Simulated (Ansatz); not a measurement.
FH2O2Sn, SMILES `[OH][Sn]([OH])[F]` radical. Charge 0, multiplicity 2. Sn: def2 effective core potential. The structure was optimised at the PBE0-D4/def2-TZVP level. It is one conformer, not always the lowest.

```xyz
6

O    -1.408   -0.160    0.532
Sn    0.036    0.164   -0.766
O     1.564   -0.879   -0.116
F     0.554    2.006   -0.551
H    -2.031    0.570    0.601
H     1.285   -1.701    0.301
```

**Question.** What is the dipole moment at B3LYP/def2-TZVPP? (Best estimate.)

**Answer.** The calculation gave: 2.86 D, with components (-2.04, -1.64, -1.17) D in this frame, pointing from negative to positive charge.

**Question.** And with PBE, r2SCAN, ωB97M-V? (Estimate.)

**Answer.** Ansatz gave: PBE 2.64 D, r2SCAN 2.76 D, ωB97M-V 2.91 D.

**Question.** Give the Mulliken charges with B3LYP, ωB97M-V, r2SCAN in def2-TZVPP. (An estimate is asked.)

**Answer.** The calculation gave: 
```
atom  B3LYP  ωB97M-V  r2SCAN
  O1  -0.51    -0.51   -0.52
 Sn2   1.11     1.11    1.09
  O3  -0.50    -0.49   -0.51
  F4  -0.47    -0.47   -0.47
  H5   0.19     0.18    0.20
  H6   0.18     0.18    0.20
```

B3LYP here is the variant with VWN-RPA as its local correlation; programs differ in this.
